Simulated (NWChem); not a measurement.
Species: SiH₂Cl₂; SMILES Cl[SiH2]Cl

```xyz
5

Si     0.0000     0.0000    -0.7573
Cl    -1.6840     0.0000     0.4220
Cl     1.6840     0.0000     0.4220
H      0.0000     1.2330    -1.5819
H      0.0000    -1.2330    -1.5819
```
Atoms are numbered in this order, from 1.

Results from NWChem. Pople sets run with spherical d functions. The geometry was optimised at PBE0/def2-SVP. Solvent water, SMD (1 M gas to 1 M solution), gas-phase geometry. Reactions with the solvent are ignored.

Q: Order these by “dipole in solution (D)”, lowest first: PBE0/6-311G**; PBE0/STO-3G; PBE0/6-31G*.

A: PBE0/6-31G* (2.16), PBE0/6-311G** (2.26), PBE0/STO-3G (3.05)
